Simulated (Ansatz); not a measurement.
`[SiH3][O][Al]([Cl])[Cl]` + H₂S → `[SiH3][O][Al]([SH])[Cl]` + HCl  (ligand exchange at the Al–Cl bond)

Calculated with Ansatz (gas phase, PBE0-D4/def2-TZVP geometries, no zero-point term in ΔE). CCSD(T)/CBS adds triple-zeta CCSD(T) − MP2 to the extrapolated MP2 energy (def2 sets, frozen cores). This one scheme is used for every species. Functionals use def2-TZVPP. HSE06 is defined as in plane-wave codes. One conformer a species, not always the lowest.

`[SiH3][O][Al]([Cl])[Cl]`:

```xyz
8

Si   -0.984   -0.191   -1.131
O     0.074    0.015    0.092
Al    1.157    0.224    1.330
Cl    1.758   -1.394    2.478
Cl    1.921    2.105    1.746
H    -0.727    0.817   -2.192
H    -2.368   -0.024   -0.620
H    -0.831   -1.553   -1.703
```

H₂S:

Cartesian coordinates in Å:
```
S -0.457 0.394 -0.139
H 0.854 0.356 -0.418
H -0.397 -0.750 0.557
```

`[SiH3][O][Al]([SH])[Cl]`:

Cartesian coordinates in Å:
```
Si 0.352 0.766 -1.546
O 0.068 0.067 -0.102
Al 0.151 -0.509 1.462
S -1.502 -1.590 2.336
Cl 1.855 -0.199 2.617
H 1.659 0.310 -2.088
H -0.726 0.389 -2.495
H 0.374 2.245 -1.396
H -2.231 -1.478 1.211
```

HCl:

Cartesian coordinates in Å:
```
Cl -0.610 -0.178 -0.074
H 0.610 0.178 0.074
```

| level | ΔE (kJ/mol) | difference from CCSD(T)/CBS |
| --- | --- | --- |
| B2PLYP | 46.6 | 2.2 |
| PBE-QIDH | 43.9 | -0.5 |
| PBE | 39.5 | -4.9 |
| r2SCAN | 44.6 | 0.2 |
| r2SCANh | 45.1 | 0.7 |
| HSE06 | 42.1 | -2.3 |
| BHLYP | 50.7 | 6.3 |
| LC-ωPBE | 44.7 | 0.3 |
| RPA@PBE/def2-TZVPP | 42.8 | -1.6 |
| CCSD/def2-SVP | 51.8 | 7.4 |
| CCSD(T)/def2-SVP | 50.3 | 5.9 |
| CCSD/def2-TZVPP | 45.7 | 1.3 |
| HF/def2-QZVPP | 56.8 | 12.4 |
| MP2/def2-QZVPP | 44.7 | 0.3 |
| HF/CBS(def2) | 56.9 | 12.5 |
| CCSD/CBS(def2) | 46.5 | 2.1 |
| CCSD(T)/CBS | 44.4 | 0 |

Largest T1 diagnostic among the species: 0.011.

In def2-TZVPP, CCSD(T) changes the Hartree–Fock value by −12.5 kJ/mol (the triples alone add −2.1 kJ/mol) and MP2 by −12.1 kJ/mol. At CCSD(T), def2-SVP lies +5.9 kJ/mol from the extrapolated value and def2-TZVPP −0.9 kJ/mol. From BLYP to BHLYP (50 % exact exchange), in def2-TZVPP and without D4, ΔE moves by +4.9 kJ/mol.
